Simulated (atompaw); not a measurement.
## Plane-wave convergence, PAW (atompaw) potential for aluminium (Al)

* Element: Al
* Generator: atompaw 4.2.0.5
* Type: PAW
* Functional: LDA (PW92)
* Relativity: non-relativistic
* Frozen core: [Ne]
* Valence charge: 3
* Reference configuration: 3s2 3p1
* Partial waves: 3s (bound): rc 2.95 bohr; 3s channel at 0.2 Ry: rc 2.95 bohr; 3p (bound): rc 2.95 bohr; 3p channel at 1.65 Ry: rc 1.48 bohr; 3d channel at 0.35 Ry: rc 2.95 bohr; 3d channel at 0.7 Ry: rc 2.95 bohr
* Local potential: troulliermartins scheme with l = 3 at 0.5 Ry, radius 2.35 bohr
* Core correction: smooth core density matched at 1.70 bohr
* Augmentation charge: sinc compensation charge, radius 2.60 bohr; PAW radius 2.95 bohr; waves and projectors: custom rrkj gramschmidtortho

The pseudo-atom Hamiltonian at the reference potential is diagonalised in spherical Bessel functions j_l(qr) that vanish at 20 bohr, with q² up to the cutoff. All-electron valence levels (Ry): 3s -0.5738, 3p -0.2052.

**Question.** How do the lowest levels (Ry) of each channel move with the cutoff, and are there ghosts?

**Answer.**

```csv
cutoff (Ry),s #1,p #1,d #1,d #2,f #1,Σ f·Δε (mRy)
8,-0.5738,-0.2051,0.0466,0.1230,0.1040,0.2
10,-0.5738,-0.2052,0.0466,0.1229,0.1040,0.1
12,-0.5738,-0.2052,0.0466,0.1229,0.1040,0.1
400,-0.5738,-0.2052,0.0466,0.1229,0.1040,0.0
```

Result: no extra level below or beside the all-electron valence levels (s, p, d, f tested); 10 mRy is reached at 6 Ry and 1 mRy at 8 Ry.
